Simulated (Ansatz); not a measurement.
Species: CH$_{3}$Cl$_{3}$GeO, net charge 0, singlet state. SMILES: C[O][Ge]([Cl])([Cl])[Cl]
Structure (B3LYP-D3(BJ)/def2-TZVP (Ansatz, a quantum-chemistry and plane-wave program) minimum search):
```
O
C 1 1.4314
H 2 1.0887 1 106.51
H 2 1.0925 3 109.12 1 -120.23
H 2 1.0925 3 109.12 4 -119.54
Ge 1 1.7521 2 119.99 3 180.00
Cl 6 2.1257 1 106.67 2 180.00
Cl 6 2.1453 1 110.54 2 -59.81
Cl 6 2.1453 1 110.54 2 59.81
```

Property: vertical triplet-singlet gap (E(triplet) - E(singlet); each state is the SCF solution reached for its spin), in eV. Cores are frozen in the correlated levels unless marked. Open shells are spin-unrestricted. No spin-orbit coupling. The frozen core is the preceding noble-gas configuration, with the filled d and f shells of earlier blocks. No relativistic terms. CBS(X,Y): correlation extrapolated as X^-3; Hartree-Fock from the larger set. [CCSD(T)-MP2]/basis is that difference in the basis named.

| level | program | vertical triplet-singlet gap (eV) |
|---|---|---|
| HF/def2-QZVPPD | Ansatz | 6.07 |
| SVWN5/def2-TZVPD | Ansatz | 4.77 |
| PBE/def2-TZVPD | Ansatz | 4.85 |
| r2SCAN/def2-TZVPD | Ansatz | 5.25 |
| B3LYP/def2-TZVPD | Ansatz | 5.42 |
| BHLYP/def2-TZVPD | Ansatz | 5.94 |
| CAM-B3LYP/def2-TZVPD | Ansatz | 5.88 |
| wB97M-V/def2-TZVPD | Ansatz | 6.07 |
| B2PLYP/def2-TZVPD | Ansatz | 6.07 |
| MP2/def2-TZVPPD | Ansatz | 6.89 |
| RI-MP2/def2-TZVPPD | Ansatz | 6.89 |
| RI-MP2/def2-QZVPPD | Ansatz | 6.91 |
| RI-MP2/CBS(def2-TZVPPD,def2-QZVPPD) | Ansatz | 6.92 |
| CCSD/def2-TZVPPD | Ansatz | 6.53 |
| RI-MP2/CBS(def2-TZVPPD,def2-QZVPPD)+[CCSD(T)-MP2]/def2-TZVPPD | Ansatz | 6.50 |
